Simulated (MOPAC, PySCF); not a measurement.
C2HNO, SMILES `N#CC=O`, neutral singlet in the gas phase. 

Cartesian coordinates (Å):
```xyz
5

N      1.9747     0.0017     0.4869
C      0.8523     0.0230     0.2656
C     -0.5862    -0.0036    -0.0306
O     -1.2721     0.9684     0.0532
H     -0.9688    -0.9896    -0.3332
```
Charge 0, multiplicity 1.

All levels are single points at this geometry (CAM-B3LYP-D3(BJ)/def2-TZVP); Pople sets use spherical d functions. Orbital energies aren't observables, and empty levels follow the basis.

| level | HOMO (eV) | LUMO (eV) | gap (eV) | dipole (D) | vertical IE, Delta-SCF (eV) |
|---|---|---|---|---|---|
| CAM-B3LYP-D3(BJ)/def2-TZVP in PySCF | -10.75 | -1.85 | 8.90 | 2.52 | 11.93 |
| PBE-D3(BJ)/def2-TZVP in PySCF | -7.45 | -4.12 | 3.33 | 2.32 | 11.50 |
| TPSSh-D3(BJ)/def2-TZVP in PySCF | -8.28 | -3.54 | 4.74 | 2.40 | 11.60 |
| B3LYP/3-21G in PySCF | -8.35 | -2.65 | 5.70 | 2.18 | – |
| B3LYP/6-311+G** in PySCF | -9.03 | -3.39 | 5.64 | 2.48 | – |
| BP86/6-31G* in PySCF | -7.23 | -3.85 | 3.38 | 2.22 | – |
| M06-2X/6-31G* in PySCF | -10.66 | -1.58 | 9.08 | 2.40 | – |
| PBE/6-31G* in PySCF | -7.09 | -3.75 | 3.34 | 2.20 | 11.31 |
| HF/3-21G in PySCF | -13.41 | 1.73 | 15.14 | 2.60 | – |
| HF/6-31G* in PySCF | -13.58 | 1.51 | 15.09 | 2.71 | – |
| AM1 in MOPAC | -11.90 | -0.36 | 11.54 | 2.21 | – |
| PM3 in MOPAC | -11.95 | -0.49 | 11.46 | 2.40 | – |
| PM7 in MOPAC | -11.51 | -1.05 | 10.46 | 2.60 | – |
